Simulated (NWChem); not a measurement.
System: MgO; SMILES [Mg]=[O]

Program: NWChem. Pople sets run with spherical d functions. All runs use the structure optimised with PBE-D3(BJ)/def2-SVP. Core excitations by TDA in a window of 1s orbitals, non-relativistic and unshifted: absolute energies depend strongly on the exact-exchange share.

Question: Estimate the computed values for O K edge, PBE0/6-311G**. Quantities: first 1s excitation (eV); dipole oscillator strength of the first; first state with f > 0.002 (eV); dipole oscillator strength of that state.

Answer: 
```
Item                                      Result
----------------------------------------  ------
first 1s excitation (eV)                   513.6
dipole oscillator strength of the first   0.0339
first state with f > 0.002 (eV)            513.6
dipole oscillator strength of that state  0.0339
```
